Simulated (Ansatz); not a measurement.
System: formyl cation, CHO, charge 1, multiplicity 1. It need not be the lowest isomer of its formula. 
Structure (B3LYP-D3(BJ)/def2-TZVP (Ansatz, a first-principles code) minimum search):
```
C
O 1 1.1014
H 1 1.0964 2 180.00
```
Charge +1, spin multiplicity 1.

Basis-set convergence of Hartree-Fock and MP2 correlation energies (hartree) with Ansatz. Cores are frozen in the correlated levels unless marked. Spin-orbit coupling is left out. No relativistic terms.

```
basis        functions       E(HF)  E(corr, MP2)
-----------  ---------  ----------  ------------
aug-cc-pVDZ         55  -112.98260      -0.30693
aug-cc-pVTZ        115  -113.01196      -0.36763
aug-cc-pVQZ        206  -113.01978      -0.39025
```

Extrapolating the two largest sets (X = 3 and 4) as X^-3: E(corr) = (64·(-0.39025) - 27·(-0.36763))/37 = -0.4068 Eh, an estimate of the basis-set limit. The largest set recovers 95.9 % of it, the smallest 75.5 %.
